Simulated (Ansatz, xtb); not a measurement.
Molecule: CI₂ (charge -1, doublet). SMILES of the parent species: I[C]I
Structure (B3LYP-D3(BJ)/def2-TZVP (Ansatz, a quantum-chemistry and plane-wave program) minimum search):
```
C
I 1 2.2763
I 1 2.2763 2 107.92
```
Charge -1, spin multiplicity 2.

Harmonic wavenumbers from GFN2-xTB (xtb, at its own minimum), cm⁻¹: 113, 438, 463.

Give the harmonic wavenumbers at B3LYP-D3(BJ)/def2-TZVP (Ansatz, finite differences of forces, unscaled).

96, 370, 400 cm⁻¹. Zero-point energy 1.2 kcal/mol.

From these and the geometry, give the ideal-gas thermochemistry at 298.15 K and 1 atm (rigid rotor, harmonic oscillator).

Point group C2v, rotational symmetry number 2. Rotational constants 24.57, 0.5877, 0.574 GHz. S(trans) 42.63, S(rot) 26.67, S(vib) 5.58, S(elec, spin only) 1.38, S 76.3 cal/(mol K). H(298) - H(0) 3.24 kcal/mol; G - E(el) -18.3 kcal/mol.
